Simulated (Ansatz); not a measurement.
A geometry relaxed with PBE-D3(BJ)/def2-TZVP run with Ansatz (an electronic-structure program), charge 0, multiplicity 1:

```xyz
11

H     -3.2150     0.1379    -0.3033
Si    -1.8519     0.6305     0.0680
H      3.0500    -0.9341    -0.6659
Si     1.9781    -0.0246    -0.1535
H     -0.3704    -2.1741    -0.1979
H     -1.6700     2.0175    -0.4615
Si    -0.1650    -0.7927    -0.7462
H     -1.7361     0.6657     1.5608
H      2.0488     0.0182     1.3419
F     -0.2772    -0.8984    -2.3726
H      2.2084     1.3541    -0.6856
```

Write the SMILES of this molecule.

`F[SiH]([SiH3])[SiH3]`
